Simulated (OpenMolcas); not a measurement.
Os2+.

| Property | Result |
| --- | --- |
| Program | OpenMolcas 26.06 |
| Basis | ANO-RCC-VQZP [9s8p6d4f3g2h] |
| Scalar Hamiltonian | DKH2, point nucleus |
| Active space | 6 electrons in 5 orbitals (5d) |
| State averaging | 2S+1 = 5 even, 5 roots; 2S+1 = 3 even, 45 roots; 2S+1 = 1 even, 50 roots |
| Spin-orbit coupling | state interaction with AMFI integrals over the reference wave functions, term energies averaged over their components |

Two sets of levels on these reference wave functions, in cm-1 above 5d6 5D4: one from CASSCF and one from MS-CASPT2, IPEA 0.25 Eh, imaginary shift 0.1 Eh (closed shells correlated: 5s 5p).

| Level | Set 1 | Set 2 |
| --- | --- | --- |
| 5d6 5D4 | 0.0 | 0.0 |
| 5d6 5D3 | 4700 | 4550 |
| 5d6 5D2 [69 %] | 4720 | 5290 |
| 5d6 5D1 | 7190 | 7290 |
| 5d6 5D0 | 7480 | 7760 |
| 5d6 3H6 | 16930 | 18520 |
| 5d6 3P2(1) [51 %] | 16720 | 19060 |
| 5d6 3F3(1) [53 %] | 19220 | 22100 |
| 5d6 3F2(1) [75 %] | 20080 | 23120 |
| 5d6 3G4 [65 %] | 24840 | 28180 |
| 5d6 3D1 [53 %] | 23890 | 28370 |
| 5d6 3D2 [70 %] | 24980 | 29890 |
| 5d6 3D3 | 26130 | 31300 |
| 5d6 1I6 | 29080 | 31470 |
| 5d6 3P1(1) [54 %] | 29640 | 33120 |
| 5d6 1G4(1) [58 %] | 32990 | 36710 |

Which set is which?

Set 1 is MS-CASPT2. Its levels of the other terms of 5d6 lie at 0.83 to 0.92 of the other set's values, as expected, since terms of lower spin or lower L gain more correlation energy than the Hund ground term.

CASPT2 breaks the degeneracy within a term, and the mean is taken; among the terms shown or strongly mixed into the levels shown the widest spread is 1400 cm-1 (5d6 1I, MS-CASPT2). Configurations with an s electron lie low in 5d ions of this charge, fall among these levels and mix in, so low-spin terms can stand far too high, up to twice their true height, and weights are not those of the real levels. Without dynamic correlation excited terms often stand tens of per cent too high (terms of higher spin than the ground term too low), and those without a measured partner can miss by more than the paired ones (holds for CASSCF). The CASPT2 spread within a term exceeds the gap to the next term for 5d6 1G(1) and 5d6 1I, so the order of their levels is uncertain (holds for MS-CASPT2). Only configurations of the active space appear. The table leaves out levels that lie high or whose names do not pair safely across all columns.

A share in square brackets marks a mixed level and gives the weight of the term that names it, the lowest over the columns. A number in round brackets counts repeated terms of one configuration in the order of the reference energies.
